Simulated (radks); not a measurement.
Species: neutral technetium. Configuration: [Kr] 4d5 5s2.

All-electron calculation, Dirac Kohn-Sham, PBEsol, spin-unpolarised, spherical densities, point nucleus; open shells fill j = l - 1/2 first. Program: a radial shooting solver on a logarithmic mesh with Libxc functionals.

Energy parts (hartree):
part                        energy
total                  -4284.04202
kinetic                 4449.82741
electron-nucleus      -10355.03395
Hartree                 1747.34555
exchange-correlation    -126.18104

Orbitals (lengths in bohr, moments of r in powers of bohr):
orbital,occ.,eigenvalue (hartree),<1/r>
1s1/2,2,-766.0513,44.69
2s1/2,2,-109.2724,10.20
2p1/2,2,-100.7789,10.18
2p3/2,4,-96.43734,9.665
3s1/2,2,-19.02055,3.505
3p1/2,2,-15.75728,3.406
3p3/2,4,-15.03105,3.283
3d3/2,4,-9.25354,3.101
3d5/2,6,-9.11389,3.069
4s1/2,2,-2.68853,1.298
4p1/2,2,-1.73453,1.177
4p3/2,4,-1.62576,1.140
4d3/2,4,-0.24886,0.7932
4d5/2,1,-0.23839,0.7829
5s1/2,2,-0.18615,0.3907

The highest occupied level is 5s1/2 at -5.065 eV. The density falls to 0.001 e/bohr^3 at r = 4.74 bohr.
